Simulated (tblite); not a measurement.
Write Cartesian coordinates for `C=CC[C@@H]1O[Si@@H](F)O[SiH2]1` as optimised with GFN2-xTB.

```xyz
18
C4H9FO2Si2 angstrom
C      2.8492   -0.4901   -0.8452
C      2.0883    0.2667   -0.0770
C      0.8151   -0.1798    0.5620
C     -0.3675    0.6786    0.0975
O     -1.5265    0.3249    0.8569
Si    -2.7242   -0.4367    0.0967
F     -4.0830    0.3705    0.3160
O     -2.2807   -0.3052   -1.4709
Si    -0.8475    0.4190   -1.7579
H      3.7639   -0.1250   -1.2797
H      2.5936   -1.5140   -1.0619
H      2.3708    1.2909    0.1293
H      0.6123   -1.2267    0.3270
H      0.8989   -0.0865    1.6494
H     -0.1575    1.7250    0.3459
H     -2.9146   -1.8210    0.4354
H     -1.0899    1.6806   -2.4418
H     -0.0095   -0.5648   -2.4229
```

Orientation and origin are arbitrary. Atoms count from 1 in this order. The O–Si distances run from 1.610 Å (O5–Si6, drawn single) to 1.634 Å (Si6–O8, drawn single), a spread of 0.024 Å. Si6 (fluorine-bound silicon) is distorted tetrahedral (angles from 102.3° to 116.3°). The 5-membered ring C4–O5–Si6–O8–Si9 has internal angles of 96.3° to 118.0° (sum 539°, against 540° for a flat polygon); it is slightly puckered (a soft mode that the optimisation may not have finished), 0.05 Å rms from its mean plane, widest ring torsion 12°. The 3 C–C bonds span 1.320 Å (C1=C2, drawn double) to 1.533 Å (C3–C4, drawn single), a spread of 0.213 Å.

Bonds between heavy atoms (Å): C1=C2 1.320, C2–C3 1.493, C3–C4 1.533, C4–O5 1.430, O5–Si6 1.610, Si6–F7 1.596, Si6–O8 1.634, O8–Si9 1.631, C4–Si9 1.934.

The geometry is computed with GFN2-xTB (gas phase).

Point group: C1 (no symmetry element, even within 0.4 Å). Its GFN2-xTB frequencies are all real (lowest 42 cm⁻¹). One conformer, not necessarily the lowest (C1–C2–C3–C4 -120°, C2–C3–C4–O5 -173°). 3 starts were optimised and ended at 0.00, 0.28 and 0.28 kcal/mol (GFN2-xTB); the lowest of these is shown.

Hardware: one thread, Arm Neoverse N1 (aarch64), no GPU, shared host with 64 logical CPUs at a one-minute load of 61. Cost: 1.9 s of wall time. This is the geometry optimisation.
